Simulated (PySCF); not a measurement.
## Basis and Hamiltonian dependence of the electron affinity of V

V- [Ar] 3d4 4s2 (5D) → V [Ar] 3d3 4s2 (4F). All values are computed (PySCF 2.14, energy differences of UHF-based or UKS calculations, no spin-orbit coupling). Values in eV.

```json
{"basis": "aug-cc-pVDZ", "Hamiltonian": "non-relativistic", "functions": "59", "UHF": "-0.450", "LDA": "1.679", "PBE0": "0.964", "MP2 (valence)": "-0.013", "CCSD(T) (valence)": "0.326", "CCSD(T) (valence and next inner shell)": "n/a"}
{"basis": "aug-cc-pVDZ-DK", "Hamiltonian": "spin-free X2C", "functions": "59", "UHF": "-0.619", "LDA": "1.545", "PBE0": "0.816", "MP2 (valence)": "-0.176", "CCSD(T) (valence)": "0.185", "CCSD(T) (valence and next inner shell)": "n/a"}
{"basis": "ANO-RCC-VTZP", "Hamiltonian": "spin-free X2C", "functions": "59", "UHF": "-0.804", "LDA": "1.485", "PBE0": "0.749", "MP2 (valence)": "-0.112", "CCSD(T) (valence)": "0.105", "CCSD(T) (valence and next inner shell)": "0.331"}
{"basis": "def2-TZVPPD", "Hamiltonian": "non-relativistic", "functions": "67", "UHF": "-0.946", "LDA": "1.520", "PBE0": "0.780", "MP2 (valence)": "-0.137", "CCSD(T) (valence)": "0.098", "CCSD(T) (valence and next inner shell)": "0.326"}
{"basis": "x2c-TZVPPall with one added diffuse shell each of s, p, d, f type", "Hamiltonian": "spin-free X2C", "functions": "80", "UHF": "-0.673", "LDA": "1.565", "PBE0": "0.803", "MP2 (valence)": "-0.165", "CCSD(T) (valence)": "0.169", "CCSD(T) (valence and next inner shell)": "0.389"}
{"basis": "aug-cc-pVTZ-DK", "Hamiltonian": "spin-free X2C", "functions": "93", "UHF": "-0.635", "LDA": "1.567", "PBE0": "0.806", "MP2 (valence)": "-0.208", "CCSD(T) (valence)": "0.174", "CCSD(T) (valence and next inner shell)": "n/a"}
{"basis": "def2-QZVPPD", "Hamiltonian": "non-relativistic", "functions": "93", "UHF": "-0.719", "LDA": "1.642", "PBE0": "0.891", "MP2 (valence)": "-0.012", "CCSD(T) (valence)": "0.233", "CCSD(T) (valence and next inner shell)": "0.474"}
{"basis": "aug-cc-pVTZ", "Hamiltonian": "non-relativistic", "functions": "93", "UHF": "-0.466", "LDA": "1.708", "PBE0": "0.957", "MP2 (valence)": "-0.045", "CCSD(T) (valence)": "0.312", "CCSD(T) (valence and next inner shell)": "n/a"}
{"basis": "dyall-av2z", "Hamiltonian": "non-relativistic", "functions": "101", "UHF": "-0.428", "LDA": "1.701", "PBE0": "0.964", "MP2 (valence)": "-0.051", "CCSD(T) (valence)": "0.290", "CCSD(T) (valence and next inner shell)": "n/a"}
{"basis": "x2c-QZVPPall with one added diffuse shell each of s, p, d, f, g type", "Hamiltonian": "spin-free X2C", "functions": "121", "UHF": "-0.642", "LDA": "1.575", "PBE0": "0.812", "MP2 (valence)": "-0.198", "CCSD(T) (valence)": "n/a", "CCSD(T) (valence and next inner shell)": "n/a"}
{"basis": "aug-cc-pwCVTZ-DK", "Hamiltonian": "spin-free X2C", "functions": "127", "UHF": "-0.642", "LDA": "1.567", "PBE0": "0.806", "MP2 (valence)": "-0.203", "CCSD(T) (valence)": "n/a", "CCSD(T) (valence and next inner shell)": "n/a"}
{"basis": "aug-cc-pwCVTZ", "Hamiltonian": "non-relativistic", "functions": "127", "UHF": "-0.474", "LDA": "1.709", "PBE0": "0.958", "MP2 (valence)": "-0.039", "CCSD(T) (valence)": "n/a", "CCSD(T) (valence and next inner shell)": "n/a"}
{"basis": "aug-cc-pVQZ-DK", "Hamiltonian": "spin-free X2C", "functions": "140", "UHF": "-0.634", "LDA": "1.566", "PBE0": "0.802", "MP2 (valence)": "-0.209", "CCSD(T) (valence)": "n/a", "CCSD(T) (valence and next inner shell)": "n/a"}
```

Extrapolation of MP2 (valence) from aug-cc-pVTZ-DK and aug-cc-pVQZ-DK: the correlation parts are 0.427 and 0.425 eV; with the X⁻³ form and unrounded values, (4³ × 0.425 − 3³ × 0.427)/(4³ − 3³) = 0.424 eV, and adding the Hartree-Fock value -0.634 eV of the larger basis gives -0.210 eV.

Frozen in the all-electron rows: valence: [Ar]; valence and next inner shell: [Ne].

At UHF, def2-TZVPPD lies more than 0.3 eV from the median of the rows with comparable relativity.

Non-relativistic rows lack the scalar-relativistic shift.

In most of these bases the highest occupied level of the anion is positive at UHF, LDA, PBE0, so the basis helps to hold the electron.

Between the lowest levels the reference is 0.528 eV (measured; photodetachment measurements, as compiled on the Wikipedia data page of electron affinities); it includes spin-orbit coupling, which these numbers lack.
